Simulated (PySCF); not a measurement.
A side-by-side comparison of computed properties.

First species: C₅H₉N.
InChI=1S/C5H9N/c1-5(2,3)6-4/h1-3H3

Second species: C7H8.
SMILES: `c1c(cccc1)C`

Levels: PBE0/pcSseg-1 for dipole moment, HOMO energy, LUMO energy and HOMO–LUMO gap; GFN2-xTB for rotational constant A and rotational constant C. Geometries: GFN2-xTB. Each structure is a single optimised conformer of the isolated species, non-relativistic unless stated. Electronic properties by PySCF.

```csv
property,column X,column Y
dipole moment,0.41 D,3.92 D
HOMO energy,-6.99 eV,-8.41 eV
LUMO energy,-0.12 eV,1.10 eV
HOMO–LUMO gap,6.87 eV,9.51 eV
rotational constant A,5.609 GHz,4.542 GHz
rotational constant C,1.777 GHz,2.987 GHz
```

Problem. Which column belongs to which species?

Solution. Column X is the second species and column Y the first. The first has 15 atoms and 46 electrons, the second 15 and 50.

Problem. How does each property change from the first species to the second?

Solution. dipole moment -3.51 D; HOMO energy +1.42 eV; LUMO energy -1.22 eV; HOMO–LUMO gap -2.64 eV; rotational constant A +1.067 GHz; rotational constant C -1.210 GHz.

On the first: A dipole of 3.92 D is allowed in C3v, and pure rotational transitions are dipole-allowed. The dipole matches unit charges of opposite sign 0.82 Å apart (1 e·Å = 4.8032 D).

On the second: The dipole matches unit charges of opposite sign 0.09 Å apart (1 e·Å = 4.8032 D).
